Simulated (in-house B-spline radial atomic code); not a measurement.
Results of a calculation; reference values are marked as such.
## Softness against transferability: the 3d channel of Ga

Ga, [Ar] 3d10 4s2 4p1, non-relativistic LDA (VWN5), spherical and spin-unpolarised, from a B-spline radial code for spherical atoms (atomic units). The all-electron 3d level is ε = -0.736204 hartree and its outer maximum at 0.53 bohr.

Troullier-Martins pseudo-orbitals are made for several radii. The cutoffs (hartree) are the plane-wave energies beyond which the orbital holds less than the named kinetic energy per electron. The phase error is the difference, pseudo minus all-electron, of arctan(R P'/P) at R = 2.53 bohr for all radii, half a hartree below and above the level.

```json
{"r_c (bohr)": "1.2", "V_l(0) (hartree)": "-32.42", "cutoff for 10 mEh": "72.5", "for 1 mEh": "86.6", "for 0.1 mEh": "150", "phase error at ε − 0.5 (mrad)": "+0.2", "at ε + 0.5 (mrad)": "+2.2"}
{"r_c (bohr)": "1.39", "V_l(0) (hartree)": "-26.51", "cutoff for 10 mEh": "58.3", "for 1 mEh": "70.1", "for 0.1 mEh": "120", "phase error at ε − 0.5 (mrad)": "+0.5", "at ε + 0.5 (mrad)": "+4.9"}
{"r_c (bohr)": "1.59", "V_l(0) (hartree)": "-22.01", "cutoff for 10 mEh": "47.6", "for 1 mEh": "57.5", "for 0.1 mEh": "96.9", "phase error at ε − 0.5 (mrad)": "+1.1", "at ε + 0.5 (mrad)": "+9.7"}
{"r_c (bohr)": "1.8", "V_l(0) (hartree)": "-18.52", "cutoff for 10 mEh": "39.4", "for 1 mEh": "47.6", "for 0.1 mEh": "79.4", "phase error at ε − 0.5 (mrad)": "+2.3", "at ε + 0.5 (mrad)": "+17.8"}
{"r_c (bohr)": "2.01", "V_l(0) (hartree)": "-15.89", "cutoff for 10 mEh": "33.3", "for 1 mEh": "40.1", "for 0.1 mEh": "65.9", "phase error at ε − 0.5 (mrad)": "+4.6", "at ε + 0.5 (mrad)": "+30.0"}
{"r_c (bohr)": "2.23", "V_l(0) (hartree)": "-13.75", "cutoff for 10 mEh": "28.3", "for 1 mEh": "33.9", "for 0.1 mEh": "55.8", "phase error at ε − 0.5 (mrad)": "+9.1", "at ε + 0.5 (mrad)": "+48.1"}
```

(1) Which radius needs the lowest cutoff for 0.1 mEh while both phase errors stay within 17.9 mrad?

(2) What does the larger radius buy, and what does it cost?

## Answers

(1) The radii within that limit are 1.2, 1.39, 1.59, 1.8 bohr; of these r_c = 1.8 needs the least, 79.4 hartree, that is 159 Ry or 2161 eV.

(2) From r_c = 1.2 to 2.23 bohr the cutoff for 1 mEh goes from 86.6 to 33.9 hartree, a factor of 2.55, against 3.45 for a pure 1/r_c² scaling, end to end; step by step it is 86.6, 70.1, 57.5, 47.6, 40.1, 33.9, and for 0.1 mEh 150, 120, 96.9, 79.4, 65.9, 55.8; the number of plane waves goes as the cutoff to the power 3/2, here a factor of 4.1. The larger of the two phase errors is least at r_c = 1.2 bohr, 2.2 mrad; it is 2.2 at the smallest radius and 48.1 at the largest. These errors test the reference atom alone. Large radii also let the cores of neighbours overlap, which an atom doesn't show.
